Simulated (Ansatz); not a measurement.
Born–Oppenheimer molecular dynamics of ClH₅Sn (7 atoms, charge 0, multiplicity 1). It starts at the highest image of a converged band, a first-order saddle point between two minima.

These are results of Ansatz, RKS B3LYP-D4/def2-SVP, not measurements.

```
ensemble                      : NVE (velocity Verlet)
time step                     : 0.5 fs
steps asked                   : 200
starting velocities drawn for : 100 K
seed                          : 11456
```

First frame:

```xyz
7
Properties=species:S:1:pos:R:3
Sn -0.180 0.000 -0.139
H -0.051 0.000 1.873
H 1.553 0.000 -0.032
H -0.681 1.483 -0.816
H -0.681 -1.483 -0.816
Cl -2.580 0.000 1.329
H -0.986 0.000 1.898
```

(1) How far do the bonds stretch over the last three quarters of this one trajectory? (Pairs bonded in most of those frames.)

Results:

(1) 
```json
{"bond": "Sn1–H3", "mean (Å)": "1.727", "spread (Å)": "0.035", "shortest": "1.67", "longest": "1.80"}
{"bond": "Sn1–H4", "mean (Å)": "1.721", "spread (Å)": "0.010", "shortest": "1.70", "longest": "1.74"}
{"bond": "Sn1–H5", "mean (Å)": "1.719", "spread (Å)": "0.011", "shortest": "1.70", "longest": "1.74"}
{"bond": "Sn1–Cl6", "mean (Å)": "2.417", "spread (Å)": "0.220", "shortest": "2.13", "longest": "2.80"}
{"bond": "H2–H7", "mean (Å)": "0.761", "spread (Å)": "0.005", "shortest": "0.75", "longest": "0.78"}
```

Mean temperature of the second half: 2226 K. The conserved energy stayed within 0.035 meV per atom of its start (net change 0.0097 meV per atom), so the integration is sound. The kinetic energy rose, since the run started high on the potential surface and went downhill. It ends in pieces (ClH3Sn + H2), so much of that is their flight and rotation, not heat. A run of 0.1 ps of so small a system gives no equilibrium averages. The orbitals stay closed-shell, which can raise the energy where a bond breaks towards radicals; this wasn't checked here.

The run took 7.8 min on 1 thread of Arm Neoverse V2 (shared host), peak memory 0.13 GiB.
